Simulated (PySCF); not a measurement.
# Platinum: a sound run and one with changed settings

Sound run: Pt [Xe] 4f14 5d9 6s1, Pt⁺ [Xe] 4f14 5d9. Calculation: PySCF 2.14, in def2-SVP with the def2 core potential (60 electrons); a scalar-relativistic core potential. In the sound run the correlated levels freeze 5s2 5p6 outside the core potential. The sound run starts from symmetry-adapted Hartree-Fock orbitals and uses a fine grid where one is needed.

A second run was set up differently.

```csv
species,method,sound run (hartree),changed run (hartree),converged
Pt,UHF,-118.39352,-118.39352,no
Pt,M06-2X,-119.15203,-119.15203,no
Pt,BP86,-119.39553,-119.39547,no
Pt⁺,UHF,-118.11499,-118.11499,yes
Pt⁺,M06-2X,-118.82676,-118.82676,yes
Pt⁺,BP86,-119.04526,-119.04523,no
Pt⁺,MP2,-118.27602,-118.24025,yes
```

Question: What was changed?
A. too few SCF iterations
B. basis contracted for another Hamiltonian
C. all electrons correlated in a valence basis
D. level shift left on

Answer: D. It used initial guess minao, at most 50 SCF cycles, level shift 0.5 hartree. A level shift leaves the converged SCF energy unchanged but raises the virtual orbital energies, which shrinks MP2 if it is not removed.
